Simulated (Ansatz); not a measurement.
C$_{2}$H$_{7}$Br$_{2}$NSi (SMILES CC[Si](N)(Br)Br), singlet, at a GFN2-xTB geometry; SC-NEVPT2/STO-3G, CASSCF(2,4) (Ansatz, a quantum-chemistry and plane-wave program).

Here is a job for Ansatz.
Ansatz 0.2 input:
```yaml
crystal:
  periodic: [false, false, false]
  atoms:
    - {symbol: C, position_ang: [-2.36654959, -1.79767041, 0.96327062]}
    - {symbol: C, position_ang: [-1.65456972, -0.48958324, 1.28360655]}
    - {symbol: Si, position_ang: [0.02069148, -0.35020469, 0.42512120]}
    - {symbol: N, position_ang: [1.07110378, -1.61289097, 0.89379893]}
    - {symbol: Br, position_ang: [0.85888514, 1.69629143, 0.81136860]}
    - {symbol: Br, position_ang: [-0.15351701, -0.55226419, -1.77955489]}
    - {symbol: H, position_ang: [-1.76654970, -2.65027684, 1.27406778]}
    - {symbol: H, position_ang: [-2.55314928, -1.88502364, -0.10538455]}
    - {symbol: H, position_ang: [-3.32362471, -1.84642781, 1.47868594]}
    - {symbol: H, position_ang: [-1.51318458, -0.40375200, 2.36240874]}
    - {symbol: H, position_ang: [-2.28804328, 0.34989913, 0.98878099]}
    - {symbol: H, position_ang: [1.22521198, -1.82792783, 1.86351144]}
    - {symbol: H, position_ang: [1.87076369, -1.86082038, 0.33489738]}
basis:
  gaussian:
    orbitals: STO-3G
magnetization: {spin_polarized: false}
correlation: {method: sc_nevpt2, electrons: all, active_space: {window: {electrons: 2, orbitals: 4}}}
```

Write the output that Ansatz gives for this input, abridged.


```
Functional definition: HF
767 factors; integrals over basis functions are off by at most 3.6e-5 eV
mean field evaluation 1: about -149869.6224 eV, gradient 2.4e1 eV
mean field evaluation 2: about -149869.7915 eV, gradient 2.4e1 eV
mean field evaluation 4: about -149872.4758 eV, gradient 1.4e0 eV
mean field evaluation 8: about -149872.4874 eV, gradient 1.7e-2 eV
mean field -149872.48744719 eV, -5507.7123264635 hartree, gradient 2.2e-6 eV, S^2 0.000000; 0 other end points of the search recorded, 0 dependent functions left out
reference -149872.48744719 eV, -5507.7123264635 hartree; 55, 55 occupied and 12, 12 virtual orbitals, 767 factors
state -149872.87156925 eV, -5507.7264426888 hartree
state -149872.87156925 eV, -5507.7264426888 hartree; corrected -149877.84403157 eV, -5507.9091773088 hartree
Total energy: -149877.84403157 eV, -5507.9091773088 hartree
```
